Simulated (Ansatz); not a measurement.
One geometry of AgSe2, several levels of theory.

```yaml
crystal:
  periodic: [false, false, false]
  atoms:
    - {symbol: Ag, position_ang: [-0.507139, 1.712272, 0.908673]}
    - {symbol: Se, position_ang: [-0.218711, -1.870699, -0.306203]}
    - {symbol: Se, position_ang: [0.725850, 0.158427, -0.602470]}
basis:
  gaussian: {orbitals: def2-TZVP, initial_orbitals: start.molden}
magnetization: {spin_polarized: true, initial_magnetization: 1}
hamiltonian: {xc: r2scan, dispersion: d4}
scf: {omitted_lower_state_checks: [starts]}
output: {orbitals: {seedname: orbitals}}
```

The file start.molden holds the orbitals of an earlier run on this structure, at another level or in another basis.

```sh
$ ansatz run in.yaml --threads 4 --pin off --events-out ev --progress --plain --max-ram 3916MiB
```

Shortened log:

```
Functional definition: r2SCAN
1127 factors; their error is unknown
mean field evaluation 1: about -134700.6925 eV, gradient 6.2e0 eV
mean field evaluation 2: about -134700.7615 eV, gradient 1.5e-1 eV
mean field evaluation 4: about -134700.7067 eV, gradient 5.9e-3 eV
mean field evaluation 8: about -134700.7067 eV, gradient 2.8e-5 eV
mean field -134700.70668611 eV, -4950.1596672963 hartree, gradient 2.8e-5 eV, S^2 0.763451; 0 other end points of the search recorded, 0 dependent functions left out
reference -134700.70670460 eV, -4950.1596679758 hartree; 44, 43 occupied and 92, 93 virtual orbitals, 1127 factors
Total energy: -134700.72920896 eV, -4950.1604949958 hartree
Checks for a lower state left out: starts
```

It took 6 s on 4 threads of Arm Neoverse V2 on a shared host.

The first input with `hamiltonian: {xc: pbe, dispersion: d4}` (abridged; 2.5 s):

```
Functional definition: PBE
mean field -134680.94639991 eV, -4949.4334901726 hartree, gradient 1.2e-5 eV, S^2 0.757774
Total energy: -134681.06677326 eV, -4949.4379138114 hartree
Checks for a lower state left out: starts
```

Geometry: B3LYP-D4/def2-TZVP.

In the def2 sets Ag takes a core potential; there is no spin–orbit coupling. The structure comes from a short search, and lower isomers may exist.
